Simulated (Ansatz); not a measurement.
Two structures, one formula

Two relaxed structures of MgGeH$_{3}$, doublet (PBE0-D4/def2-TZVP; forces vanish, vibrations not checked).

A:

```tsv
atom	x (Å)	y (Å)	z (Å)
Mg1	-0.9487	-1.0294	2.0614
Ge2	0.0619	0.0671	-0.1344
H3	-1.0190	0.5255	-1.1449
H4	0.9198	1.3260	0.1469
H5	0.9861	-0.8892	-0.9289
```

B:

| atom | x (Å) | y (Å) | z (Å) |
| --- | --- | --- | --- |
| Mg1 | -0.8959 | -0.9325 | 2.1571 |
| Ge2 | -0.0954 | 0.2109 | 0.0480 |
| H3 | -0.9679 | 0.4503 | -1.2059 |
| H4 | 1.0079 | 1.2931 | 0.0011 |
| H5 | -1.3745 | -1.7926 | 3.5416 |

Program: Ansatz 0.2.0. Basis: def2-TZVPP. Cores are frozen in the correlated methods; orbitals are unrestricted. Filled d shells of the heavier atoms are correlated. The outer core shell of Li, Na, Mg and K is correlated. The def2 sets are not built for correlating such inner shells, so the correlated values are less sure here. B3LYP uses VWN-RPA correlation.

**Question.** Which structure is lower at CCSD(T), and by how much? (To be estimated.)

**Answer.** Computed: A, by 42.0 kJ/mol (electronic energy, against the other). By their contacts, A is MgGeH₃ ([Mg][GeH3]) and B is MgGeH₃ ([MgH][GeH2]).

All methods give the same order:

```json
{"method": "PBE-D4", "E(B) − E(A) (kJ/mol)": "49.9"}
{"method": "r2SCAN-D4", "E(B) − E(A) (kJ/mol)": "40.7"}
{"method": "PBE0-D4", "E(B) − E(A) (kJ/mol)": "48.6"}
{"method": "B3LYP-D4", "E(B) − E(A) (kJ/mol)": "44.3"}
{"method": "wB97M-V", "E(B) − E(A) (kJ/mol)": "34.1"}
{"method": "HF", "E(B) − E(A) (kJ/mol)": "40.0"}
{"method": "MP2", "E(B) − E(A) (kJ/mol)": "47.3"}
{"method": "CCSD", "E(B) − E(A) (kJ/mol)": "40.3"}
{"method": "CCSD(T)", "E(B) − E(A) (kJ/mol)": "42.0"}
```

T1 diagnostic: at most 0.014. ⟨S²⟩ of the unrestricted Hartree–Fock references: 0.76 to 0.77 (a pure state has 0.75).

Labels in which every atom is bracketed show which atoms are joined, not bond orders.

For scale, one of the runs: CCSD(T)/def2-TZVPP, 122 basis functions, launched by `ansatz run in.yaml --threads 2 --pin off --events-out ev --progress --plain --max-ram 4352MiB`. Time: 60 s of wall clock on 2 CPU threads of an Arm Neoverse V1; the host was shared. Peak host memory: 1.4 GiB.
